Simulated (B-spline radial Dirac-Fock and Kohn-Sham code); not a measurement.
Z = 57 (lanthanum), transition energy 417 keV. Calculated with a radial B-spline solver, using a Dirac-Hartree-Slater potential of the neutral atom with a Latter tail (no hole, which puts coefficients of high multipoles low close above an edge), finite nucleus with surface currents. Subshells that would emit electrons below 1 keV are left out.

Task: A pure transition shows α(K) = 0.0195, L1/L2 = 18.3 and L1/L3 = 83.1. What is its multipolarity?
A. M4
B. M3
C. E3
D. E2
E. E1
F. E4
G. M1
H. M2

Result: G. For comparison, α(K), L1/L2, L1/L3 are E1 0.00453, 17.2, 14.2; E2 0.0143, 3.76, 5.37; E3 0.0408, 1.24, 2.44; E4 0.113, 0.586, 1.34; M2 0.0680, 11.1, 29.6; M3 0.205, 7.33, 8.77; M4 0.608, 5.31, 3.90.
